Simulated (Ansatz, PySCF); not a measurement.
Al(Me)2(F) (C₂H₆AlF), SMILES [CH3][Al]([CH3])[F]. Atoms are numbered in the order given.

```xyz
10

Al    -0.0198     0.0701    -0.0103
C      1.7544    -0.2421    -0.7549
H      2.2721    -1.0916    -0.2799
H      2.3893     0.6503    -0.6067
H      1.7156    -0.4232    -1.8420
C     -0.7067    -0.5768     1.6954
H     -1.3730    -1.4431     1.5312
H     -1.3097     0.1901     2.2097
H      0.0925    -0.9059     2.3795
F     -1.0681     0.9957    -0.9363
```

Geometry: B3LYP-D3(BJ)/def2-SVP. The isomer is the one that the SMILES or the coordinates give; other isomers of the formula were not compared.

Two levels are set side by side: PBE-D3(BJ)/def2-SVP (Ansatz, a quantum-chemistry and plane-wave program) and B3LYP-D3(BJ)/def2-SVP (Ansatz). Each level has its own optimised geometry; the coordinates shown are those of the second. Frequencies come from the Hessian of PySCF at each geometry. Differences are taken from unrounded values.

```csv
quantity,B3LYP-D3(BJ)
mean bond length (Å),1.355
bond Al1–C2 (Å),1.949
bond Al1–C6 (Å),1.949
bond Al1–F10 (Å),1.677
bond C2–H3 (Å),1.102
bond C2–H4 (Å),1.105
bond C2–H5 (Å),1.103
bond C6–H7 (Å),1.105
bond C6–H8 (Å),1.103
bond C6–H9 (Å),1.102
highest harmonic wavenumber (cm⁻¹),3118
mean harmonic wavenumber (cm⁻¹),1331
zero-point energy (kcal/mol),45.67
```

Task: What does PBE-D3(BJ) give, and how far is it from B3LYP-D3(BJ)? (The exact figures need the calculation; the answer reports its results.)

Result: 
| quantity | PBE-D3(BJ) | PBE-D3(BJ) minus B3LYP-D3(BJ) |
|---|---|---|
| mean bond length (Å) | 1.363 | 0.007 |
| bond Al1–C2 (Å) | 1.956 | 0.007 |
| bond Al1–C6 (Å) | 1.956 | 0.007 |
| bond Al1–F10 (Å) | 1.690 | 0.012 |
| bond C2–H3 (Å) | 1.109 | 0.007 |
| bond C2–H4 (Å) | 1.112 | 0.007 |
| bond C2–H5 (Å) | 1.110 | 0.007 |
| bond C6–H7 (Å) | 1.112 | 0.007 |
| bond C6–H8 (Å) | 1.110 | 0.007 |
| bond C6–H9 (Å) | 1.109 | 0.007 |
| highest harmonic wavenumber (cm⁻¹) | 3076 | -42 |
| mean harmonic wavenumber (cm⁻¹) | 1301 | -30 |
| zero-point energy (kcal/mol) | 44.62 | -1.04 |

GGA bonds tend to be longer and softer than those of functionals with exact exchange. Differences between two approximate levels are no errors against the true value.
